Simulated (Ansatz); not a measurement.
Species: thiophen-2-ylgermane, C₄H₆GeS, net charge 0, singlet state. 
Structure (B3LYP-D3(BJ)/def2-TZVP (Ansatz, a first-principles code) minimum search):
```xyz
12

Ge     1.7530     0.1111    -0.1043
C     -0.1891     0.1444    -0.0800
C     -1.0024     1.1076    -0.6239
C     -2.3881     0.8506    -0.4427
C     -2.6184    -0.3093     0.2396
S     -1.1464    -1.0868     0.6602
H      2.3140     0.1156     1.3278
H      2.2141     1.3723    -0.8509
H      2.2654    -1.1442    -0.8306
H     -0.6194     1.9771    -1.1400
H     -3.1752     1.4975    -0.8025
H     -3.5655    -0.7439     0.5145
```
Charge 0, spin multiplicity 1.

Property: atomisation energy (electronic, to ground-state atoms), in kcal/mol. Valence correlation only, unless marked. UHF or UKS for open shells. Spin-orbit coupling is left out. The frozen core is the preceding noble-gas configuration, with the filled d and f shells of earlier blocks. Non-relativistic. The coupled-cluster limit lacks core correlation, which all-electron functionals hold. Basis-set limits of correlation are two-point, X^-3; Hartree-Fock from the larger set.

```csv
level,program,atomisation energy (kcal/mol)
HF/STO-3G,Ansatz,1051.4
HF/6-31G,Ansatz,753.0
HF/def2-SVP,Ansatz,834.7
PBE0/def2-SVP,Ansatz,1159.2
PBE0/def2-TZVPD,Ansatz,1151.4
r2SCAN0-D4/def2-TZVPD,Ansatz + dftd4,1135.7
HSE06-D3(BJ)/def2-TZVPD,Ansatz + dftd3,1158.5
```

Problem. Estimate the value at CCSD(T)/CBS(def2-TZVPPD,def2-QZVPPD) as computed with Ansatz.

Solution. 1141.0 kcal/mol, so HSE06-D3(BJ)/def2-TZVPD differs from it by 17.5 kcal/mol.
